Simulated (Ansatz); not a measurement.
CH5N (SMILES CN), charge 0, multiplicity 1, relaxed at each level with Ansatz (a quantum-chemistry and plane-wave program); harmonic frequencies from differences of analytic forces, average atomic masses, frozen cores.

| level | harmonic frequencies (cm⁻¹) | ZPE (eV) | cost over HF/def2-TZVPP (rough) |
|---|---|---|---|
| HF/def2-TZVPP | 317 903 1041 1134 1268 1456 1582 1617 1634 1795 3119 3195 3227 3733 3809 | 1.849 | ×1 |
| PBE/def2-TZVPP | 296 814 946 1039 1134 1306 1405 1444 1466 1611 2895 2995 3034 3414 3493 | 1.692 | ×0.8 |
| r2SCAN/def2-TZVPP | 311 839 976 1059 1172 1350 1450 1494 1516 1661 2958 3060 3101 3494 3575 | 1.737 | ×1 |
| B3LYP/def2-TZVPP | 297 830 975 1055 1170 1347 1460 1497 1518 1663 2966 3058 3093 3502 3577 | 1.736 | ×0.9 |
| PBE0/def2-TZVPP | 301 833 974 1090 1171 1347 1453 1492 1513 1661 2988 3080 3119 3543 3623 | 1.747 | ×0.9 |
| CCSD(T)/cc-pVDZ | 342 914 979 1072 1199 1366 1453 1491 1510 1661 2989 3084 3126 3463 3544 | 1.748 | ×1 |
